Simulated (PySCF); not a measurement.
Cl⁻ (chlorine, charge -1) across methods

[Ar], closed-shell 1S. Computed with PySCF 2.14 in dyall-av3z, with no relativity, point nucleus.

```
 method  E (hartree)  mean ε 2p (eV)  mean ε 3s (eV)  mean ε 3p (eV)  Σ⟨r²⟩ (bohr²)   ⟨S²⟩
    M06    -460.2781         -189.41         -13.555          -0.892          38.78  0.000
 r2SCAN    -460.2636         -184.48         -11.943           0.013          39.16  0.000
    PBE    -460.1082         -181.58         -11.167           0.245          40.12  0.000
    LDA    -458.8144         -181.59         -11.206           0.109          40.18  0.000
   PBE0    -460.1425         -188.68         -13.536          -0.990          39.13  0.000
LC-wPBE    -460.1726         -187.01         -16.732          -3.734          38.44  0.000
   MN15    -460.3155         -186.95         -13.870          -1.739          39.00  0.000
    UHF   -459.57653         -209.42         -19.957          -4.090          38.42  0.000
```

Question: Estimate the same row for BP86.

Answer: E (hartree) = -460.3452; mean ε 2p (eV) = -181.81; mean ε 3s (eV) = -11.277; mean ε 3p (eV) = 0.136; Σ⟨r²⟩ (bohr²) = 39.96; ⟨S²⟩ = 0.000.

The highest occupied level is positive at r2SCAN, PBE, LDA, BP86: only the finite basis holds that electron, which in a density functional comes from self-interaction.
